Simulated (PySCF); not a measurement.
In(H)(SH)2 (H3InS2), SMILES [SH][InH][SH].

The structure is a stationary point at B3LYP-D3(BJ)/def2-SVP. The def2 effective core potentials stand for the cores of In; spin–orbit coupling is left out. One conformer was computed; it need not be the lowest.

Level of theory: TDDFT-PBE0/def2-SVPD (PySCF).

Vertical excitations. The molecule is in vacuum. State labels are in the subgroup C2v.

Computed UV-visible absorptions:
```csv
state,symmetry,energy (eV),λ (nm),f,main pairs
S1,A2,4.69,264,0.000,HOMO→LUMO+1 99 %
S2,B2,4.86,255,0.037,HOMO→LUMO 92 %
S3,B1,5.17,240,0.042,HOMO−1→LUMO+1 97 %
S4,A1,5.30,234,0.007,HOMO−1→LUMO 92 %
S5,B1,5.72,217,0.001,HOMO−2→LUMO 99 %
S6,A2,5.72,217,0.000,HOMO−3→LUMO 96 %
S7,A2,5.92,209,0.000,HOMO→LUMO+2 86 %
S8,B1,6.12,202,0.055,"HOMO→LUMO+3 70 %, HOMO−1→LUMO+2 26 %"
S9,B1,6.45,192,0.005,"HOMO−1→LUMO+2 57 %, HOMO→LUMO+3 27 %, HOMO→LUMO+5 10 %"
S10,B2,6.56,189,0.494,HOMO−3→LUMO+1 85 %
T1,B2,4.34,285,0,HOMO→LUMO 98 %
T2,A2,4.37,284,0,HOMO→LUMO+1 95 %
T3,A1,4.66,266,0,HOMO−1→LUMO 96 %
T4,B1,4.72,263,0,HOMO−1→LUMO+1 91 %
```
Triplets are in the Tamm–Dancoff approximation, which puts them higher than full response would, so one can lie above its singlet here.
